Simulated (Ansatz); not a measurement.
Saddle point of CH5InS, closed shell (CH₅InS ([CH3][InH][SH]) → CH₃In ([CH3][In]) + H₂S; bonds formed: S2–H3; bonds broken: In1–S2, In1–H3), PBE0-D4/def2-TZVP structure:

In1  (-0.867, -0.212, -0.544)
S2  (1.503, -0.659, -1.872)
H3  (-0.395, -0.779, -2.150)
C4  (-0.455, 0.233, 1.518)
H5  (1.314, 0.492, -2.538)
H6  (0.116, -0.595, 1.944)
H7  (0.157, 1.137, 1.557)
H8  (-1.373, 0.381, 2.085)
(Å)

Energies are electronic, without zero-point energy. Barriers and step energies count from the start structure reached by relaxing down the imaginary mode; all methods use the PBE0-D4 structures, on which another method's saddle can fall below an end. Computed with Ansatz 0.2.0 (basis: def2-TZVPP, with def2-QZVPP for the basis limit); correlated methods freeze the cores. Filled d shells of the heavier atoms are correlated. Core potentials replace the inner electrons of the atoms past krypton. The def2 sets are not built for correlating such inner shells, so the correlated values are less sure here. B3LYP uses VWN-RPA correlation. Extrapolation: Hartree–Fock as exp(−7.88 √X), correlation as X^−2.97.

```json
{"method": "SPW92", "barrier (kJ/mol)": "147.8", "step energy (kJ/mol)": "83.8"}
{"method": "PBE-D4", "barrier (kJ/mol)": "151.8", "step energy (kJ/mol)": "63.2"}
{"method": "BLYP-D4", "barrier (kJ/mol)": "?", "step energy (kJ/mol)": "40.1"}
{"method": "r2SCAN-D4", "barrier (kJ/mol)": "170.7", "step energy (kJ/mol)": "81.1"}
{"method": "B97M-V", "barrier (kJ/mol)": "183.6", "step energy (kJ/mol)": "80.8"}
{"method": "PBE0-D4", "barrier (kJ/mol)": "182.2", "step energy (kJ/mol)": "75.3"}
{"method": "B3LYP-D4", "barrier (kJ/mol)": "?", "step energy (kJ/mol)": "52.4"}
{"method": "r2SCAN0-D4", "barrier (kJ/mol)": "192.1", "step energy (kJ/mol)": "84.5"}
{"method": "BHLYP-D4", "barrier (kJ/mol)": "?", "step energy (kJ/mol)": "65.5"}
{"method": "CAM-B3LYP-D4", "barrier (kJ/mol)": "200.6", "step energy (kJ/mol)": "69.3"}
{"method": "wB97X-V", "barrier (kJ/mol)": "217.7", "step energy (kJ/mol)": "86.8"}
{"method": "wB97M-V", "barrier (kJ/mol)": "207.8", "step energy (kJ/mol)": "77.8"}
{"method": "B2PLYP", "barrier (kJ/mol)": "184.4", "step energy (kJ/mol)": "65.8"}
{"method": "PBE-QIDH", "barrier (kJ/mol)": "203.6", "step energy (kJ/mol)": "87.5"}
{"method": "RPA on PBE", "barrier (kJ/mol)": "187.1", "step energy (kJ/mol)": "65.4"}
{"method": "HF", "barrier (kJ/mol)": "262.7", "step energy (kJ/mol)": "78.9"}
{"method": "MP2", "barrier (kJ/mol)": "194.6", "step energy (kJ/mol)": "75.4"}
{"method": "CCSD", "barrier (kJ/mol)": "211.5", "step energy (kJ/mol)": "73.0"}
{"method": "CCSD(T)", "barrier (kJ/mol)": "197.7", "step energy (kJ/mol)": "75.0"}
```

(1) Fill in the withheld barriers. (To be estimated.)

The T1 diagnostic stays at or below 0.019. The restricted Hartree–Fock reference is unstable towards an unrestricted one at one or more of these structures.

Answers

(1) By the calculation: BLYP-D4 149.1; B3LYP-D4 174.3; BHLYP-D4 210.1 kJ/mol. Each is the energy of the saddle less that of the start structure, by the same method.

For comparison, the barrier by CCSD(T) at an estimated basis limit (MP2 extrapolated from triple and quadruple zeta, plus CCSD(T) − MP2 in triple zeta) is 190.8 kJ/mol.

Labels in which every atom is bracketed show which atoms are joined, not bond orders.

For scale, one of the runs: CCSD(T)/def2-TZVPP, 193 basis functions, launched by `ansatz run in.yaml --threads 4 --pin off --events-out ev --progress --plain --max-ram 9574MiB`. Time: 13 s of wall clock on 4 CPU threads of an AMD EPYC 9R45; the host was shared. Peak host memory: 2.3 GiB.
